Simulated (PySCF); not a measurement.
Structure elucidation problem

An unknown has the formula C₆H₈O₃Si. Its calculated NMR data are:

$^{1}$H NMR (500 MHz, computed): δ 8.53 (m, 1H), 7.39 (m, 1H), 4.45 (s, 3H), 4.06 (s, 3H).

$^{13}$C{$^{1}$H} NMR (computed): δ 169.7 (C), 161.4 (CH), 154.1 (C), 131.5 (CH), 126.9 (C), 53.6 (CH3).

Theory: PBE0/pcSseg-1 with gauge-including orbitals, geometry from GFN2-xTB, in PySCF 2.14.0 with density-fitted response routines (equivalent nuclei averaged, in vacuum, a single conformation, non-relativistic Hamiltonian).

Scale: $^{1}$H and $^{13}$C against TMS (reference shieldings calculated alike).

Propose a structure and justify it.

Results:


1. Rings plus π bonds: 4 (1 ring in the answer).
2. 6 carbon signals for 6 carbons: no two carbons are equivalent.
3. Carbon types of the structure: 3 × C, 2 × CH, 1 × CH3, leaving 3 H on heteroatoms.
4. δC 169.7: ester carbonyl carbon; it is a carbonyl in resonance with an O or N lone pair, the region of acids, esters and amides.
5. δC 161.4: aromatic CH next to the ring oxygen.
6. δC 154.1: substituted aromatic carbon next to the ring oxygen.
7. δC 131.5: aromatic CH; the aromatic region.
8. δC 126.9: substituted aromatic carbon.
9. δC 53.6: methyl carbon bonded to O; the inductive effect lowers its shielding.
10. δH 8.53: hydrogen on an aromatic CH next to the ring oxygen; ring current plus the deshielding of an ortho carbonyl group.

The compound is `InChI=1S/C6H8O3Si/c1-8-6(7)4-2-5(10)9-3-4/h2-3H,1,10H3`.

This is the structure that produced the data.

Shifts are as computed. Against solution values, carbons near 30 ppm lie about +3 ppm off and those near 130 ppm about +5 ppm. Of 1211 compounds with measured shifts, 218 miss one by over three times the rms of a fit or turn the order of signals round; such compounds aren't used in these exercises. No couplings were computed; multiplicities are counted from neighbouring protons, with m where these are inequivalent, close in shift, in a saturated or five-membered ring or joined by F or P, and br s for small geminal =CH2 splittings.
